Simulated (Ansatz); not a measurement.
The cluster TlH2, relaxed as a doublet with UKS r2SCAN-D4/def2-TZVP in Ansatz, starting from the GFN1-xTB geometry. Force threshold 0.02 eV/Å.

In the def2 sets Tl takes a core potential; there is no spin–orbit coupling. The structure comes from a short search, and lower isomers may exist.

Start:

```xyz
3

Tl    0.0823    1.1978   -0.3693
H    -1.0271   -0.4546    0.4031
H     0.9448   -0.7433   -0.0338
```

| step | energy (eV) | largest force component (eV/Å) | SCF passes |
| --- | --- | --- | --- |
| 1 | -4726.2677 | 0.599 | 34 |
| 2 | -4726.5058 | 0.578 | 42 |
| 3 | -4726.8778 | 1.313 | 42 |
| 4 | -4727.6370 | 1.536 | 37 |
| 5 | -4727.9392 | 0.805 | 46 |
| 6 | -4727.9706 | 1.263 | 49 |
| 7 | -4728.0197 | 0.055 | 49 |
| 8 | -4728.0198 | 0.004 | 45 |

Force components are those of the run's own axes.

End:

Cartesian coordinates in Å:
```
Tl 0.128 1.787 -0.552
H -0.427 -0.842 0.357
H 0.300 -0.944 0.195
```

Bonds lost: Tl1–H2, Tl1–H3 (atoms count from 1). The end holds 2 separate pieces.

No frequencies were taken in this run, so the end may be a saddle point.

Run time 8.5 s (4 threads of Intel Xeon on a shared host).
